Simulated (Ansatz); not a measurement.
Relaxation of BCl3H2 (6 atoms, charge 0, multiplicity 1), to a largest force component of 0.03 eV/Å in at most 50 steps.

Theory: RKS PBE/6-31G* (Ansatz).

```xyz
6
Properties=species:S:1:pos:R:3:forces:R:3
B -0.001 0.240 -0.080 0.00 0.16 -0.25
H -0.001 0.351 1.111 0.00 0.15 0.13
Cl 1.527 0.268 -0.931 0.00 0.00 0.00
Cl -1.531 0.206 -0.925 0.00 0.00 0.00
Cl 0.070 -2.586 1.108 0.00 0.67 0.52
H 0.065 -1.404 1.736 0.01 -0.98 -0.40
```

Where does it end, and by what steps?

The forces met the threshold. The force dipped under the threshold on the way, but the program's further checks kept it going. After 19 steps the energy has fallen by 0.111 eV; H6 moved furthest, 1.08 Å.

```tsv
step	energy less start (eV)	largest force component (eV/Å)	accepted
0	0.0000	0.980	yes
1	-0.0551	0.514	yes
2	-0.0646	0.566	yes
3	-0.0954	0.174	yes
4	-0.0971	0.161	yes
5	-0.0995	0.110	yes
6	-0.1013	0.069	yes
7	-0.0827	0.848	no
8	-0.1039	0.056	yes
9	-0.1064	0.019	yes
10	-0.0625	0.921	no
11	-0.1073	0.216	yes
12	-0.1097	0.038	yes
13	-0.1107	0.010	yes
14	-0.1079	0.396	no
15	-0.1107	0.141	no
16	-0.1107	0.070	yes
17	-0.1112	0.085	yes
18	-0.1113	0.049	yes
19	-0.1114	0.010	yes
```

```xyz
6
Properties=species:S:1:pos:R:3
B -0.010 0.513 -0.259
H -0.016 0.755 0.912
Cl 1.520 0.403 -1.107
Cl -1.531 0.335 -1.110
Cl 0.058 -2.677 1.180
H 0.108 -2.253 2.405
```

Whether the end is a true minimum wasn't checked by a vibrational analysis.

The run took 43 s on 1 thread of Arm Neoverse V1, on a shared host, peak memory 0.11 GiB.
